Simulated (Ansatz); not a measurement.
One change: `[CH3][Ga]([OH])[OH]` becomes `C[O][Ga]([OH])[OH]`.

Ansatz, PBE0-D4/def2-TZVP geometries, multiplicity 1. Each molecule was computed in one conformer, which needn't be the lowest.

Scalar relativity is left out up to krypton.

| property | `[CH3][Ga]([OH])[OH]` |
| --- | --- |
| LUMO energy (PBE/def2-TZVPP) / eV | -1.11 |
| LUMO energy (B3LYP/def2-TZVPP) / eV | -0.60 |
| HOMO–LUMO gap (B3LYP/def2-TZVPP) / eV | 7.65 |
| HOMO energy (ωB97M-V/def2-TZVPP) / eV | -11.02 |
| size of the dipole moment (ωB97M-V/def2-TZVPP) / D | 0.56 |
| size of the dipole moment (B3LYP/def2-TZVPP) / D | 0.52 |

(1) Give the same properties after the change, and the shifts. (An estimate is asked.)

Results:

(1) Ansatz gave: 
```json
{"property": "LUMO energy (PBE/def2-TZVPP) / eV", "`C[O][Ga]([OH])[OH]`": "-1.78", "shift": "-0.67"}
{"property": "LUMO energy (B3LYP/def2-TZVPP) / eV", "`C[O][Ga]([OH])[OH]`": "-1.19", "shift": "-0.59"}
{"property": "HOMO–LUMO gap (B3LYP/def2-TZVPP) / eV", "`C[O][Ga]([OH])[OH]`": "6.56", "shift": "-1.09"}
{"property": "HOMO energy (ωB97M-V/def2-TZVPP) / eV", "`C[O][Ga]([OH])[OH]`": "-10.41", "shift": "0.61"}
{"property": "size of the dipole moment (ωB97M-V/def2-TZVPP) / D", "`C[O][Ga]([OH])[OH]`": "0.20", "shift": "-0.36"}
{"property": "size of the dipole moment (B3LYP/def2-TZVPP) / D", "`C[O][Ga]([OH])[OH]`": "0.20", "shift": "-0.32"}
```

With PBE0 the HOMO rises by 0.55 eV and the LUMO falls by 0.58 eV, so the gap narrows by about 1.13 eV. PBE moves the HOMO by 0.43 eV and ωB97M-V by 0.61 eV. Dipoles are sizes alone; their direction can turn.

B3LYP here is the variant with VWN-RPA as its local correlation; programs differ in this.
